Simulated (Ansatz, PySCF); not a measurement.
Ansatz (a program for electronic structure) was given this input:
Ansatz 0.2 input:
```yaml
crystal:
  periodic: [false, false, false]
  atoms:
    - {symbol: N, position_ang: [3.14477028, 0.55962815, 0.02102041]}
    - {symbol: C, position_ang: [1.98836060, 0.35383906, 0.01329069]}
    - {symbol: C, position_ang: [0.63963724, 0.11382676, 0.00427549]}
    - {symbol: C, position_ang: [-0.31643688, 1.18338098, 0.09267460]}
    - {symbol: C, position_ang: [-1.65509743, 0.92942545, 0.08252361]}
    - {symbol: C, position_ang: [-2.15309489, -0.38315438, -0.01439181]}
    - {symbol: C, position_ang: [-1.23165529, -1.44313803, -0.10181937]}
    - {symbol: C, position_ang: [0.11244861, -1.21968175, -0.09403811]}
    - {symbol: H, position_ang: [0.05563323, 2.20050760, 0.16787074]}
    - {symbol: H, position_ang: [-2.36035453, 1.75536716, 0.15055924]}
    - {symbol: H, position_ang: [-3.21939165, -0.57290741, -0.02151920]}
    - {symbol: H, position_ang: [-1.60774906, -2.46151173, -0.17708301]}
    - {symbol: H, position_ang: [0.81349831, -2.04584114, -0.16206125]}
basis:
  gaussian:
    orbitals: STO-3G
total_charge: -1
magnetization: {spin_polarized: true, initial_magnetization: 1}
correlation: {method: ccsd_t, electrons: outside_noble_gas}
accuracy: high
```

Problem. Give the equivalent PySCF input.

Solution. Several could match; the one computed here: 
```python
from pyscf import gto, scf, cc

mol = gto.Mole()
mol.atom = '''
    N     3.144770    0.559628    0.021020
    C     1.988361    0.353839    0.013291
    C     0.639637    0.113827    0.004275
    C    -0.316437    1.183381    0.092675
    C    -1.655097    0.929425    0.082524
    C    -2.153095   -0.383154   -0.014392
    C    -1.231655   -1.443138   -0.101819
    C     0.112449   -1.219682   -0.094038
    H     0.055633    2.200508    0.167871
    H    -2.360355    1.755367    0.150559
    H    -3.219392   -0.572907   -0.021519
    H    -1.607749   -2.461512   -0.177083
    H     0.813498   -2.045841   -0.162061
'''
mol.basis = 'sto-3g'
mol.charge = -1
mol.spin = 1
mol.verbose = 4
mol.build()

mf = scf.UHF(mol)
mf.kernel()

mycc = cc.CCSD(mf, frozen=8)
mycc.kernel()
et = mycc.ccsd_t()
print('E(CCSD(T)) = %.10f' % (mycc.e_tot + et))
```

Both were run: Ansatz gave -318.826767 Eh and PySCF -318.826767 Eh, 0.000 mEh apart.
